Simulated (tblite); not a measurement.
Computed values, GFN2-xTB/tblite, gas phase, harmonic and unscaled. The method is semi-empirical: single wavenumbers can be off by several per cent or more. Modes of hydrogen on silicon can be 10 to 20 % off. One conformer each. Thermal functions are those of the rigid rotor and harmonic oscillator, without mixing of conformers.

Question: Order these by their zero-point energy, highest first (kJ/mol).
A. `C=CCO`
B. `O=CC/C([SiH3])=C/C(F)(F)F`
C. `C=CCC[S@@](=O)CC`
D. `C1C[C@@H](C2CC2)CO1`

Answer: D (462.1), C (437.1), B (277.8), A (215.8).

| SMILES | atoms | mass (u) | symmetry number | modes under 300 cm⁻¹ | ZPE (kJ/mol) | S translation (J/(mol K)) | S rotation | S vibration | S | Cp |
| --- | --- | --- | --- | --- | --- | --- | --- | --- | --- | --- |
| C1C[C@@H](C2CC2)CO1 | 20 | 112.09 | 1 | 4 | 462.1 | 178.5 | 124.2 | 157.0 | 459.7 | 221.7 |
| C=CCC[S@@](=O)CC | 20 | 132.06 | 1 | 8 | 437.1 | 180.5 | 128.6 | 230.2 | 539.4 | 242.9 |
| O=CC/C([SiH3])=C/C(F)(F)F | 17 | 168.02 | 1 | 8 | 277.8 | 183.5 | 133.3 | 235.8 | 552.6 | 251.5 |
| C=CCO | 10 | 58.04 | 1 | 1 | 215.8 | 170.3 | 106.8 | 68.4 | 345.4 | 115.9 |

Entropies and Cp are for 500 K and 1 bar.
